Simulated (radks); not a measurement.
Spherical quantum dot in the effective-mass picture: electrons in a parabolic well V = omega^2 r^2 / 2 with omega = 0.802, with a point charge +1 (a donor) at the centre, all in effective atomic units (hartree* = m*/eps^2 hartree, bohr* = eps/m* bohr), one dielectric constant everywhere. Method: non-relativistic Kohn-Sham, LDA (Slater exchange, Perdew-Wang correlation), spin-polarised, spherical densities; computed with a radial shooting solver with Libxc functionals. Levels are named by radial order and angular momentum (1s, 1p, 1d, 2s, ...), and open shells are averaged over m.

N = 26, configuration 1s2 1p6 1d10 2s2 1f(up 6, down 0). This is the lowest configuration that the search found. Occupied and some empty levels:

| level | occupation | eigenvalue (hartree*) | <r> (bohr*) |
|---|---|---|---|
| 1s up | 1 | 10.200 | 1.600 |
| 1s down | 1 | 10.218 | 1.549 |
| 1p up | 3 | 10.657 | 2.444 |
| 1p down | 3 | 10.702 | 2.410 |
| 2s up | 1 | 10.919 | 2.366 |
| 2s down | 1 | 10.961 | 2.390 |
| 1d up | 5 | 11.038 | 2.817 |
| 1d down | 5 | 11.094 | 2.804 |
| 1f up | 6 | 11.452 | 3.084 |
| 1f down | 0 | 11.511 | 3.082 |
| 2p up | 0 | 11.550 | 2.642 |
| 2p down | 0 | 11.585 | 2.657 |
| 1g up | 0 | 11.903 | 3.302 |
| 1g down | 0 | 11.962 | 3.308 |
| 2d up | 0 | 12.079 | 2.945 |
| 2d down | 0 | 12.115 | 2.950 |

Energy (hartree*): total 175.386, kinetic 19.193, external 53.157, Hartree 113.62, exchange-correlation -10.589.

Electron density:

| r (bohr*) | n(r) (e/bohr*^3) |
|---|---|
| 0.392 | 0.4810 |
| 0.813 | 0.2281 |
| 1.23 | 0.1455 |
| 1.65 | 0.1396 |
| 2.08 | 0.1535 |
| 2.50 | 0.1507 |
| 2.92 | 0.1191 |
| 3.34 | 0.07167 |
| 3.76 | 0.03165 |
| 4.18 | 0.009955 |
| 4.60 | 0.002207 |
| 5.02 | 0.0003440 |
| 5.44 | 0.00003824 |
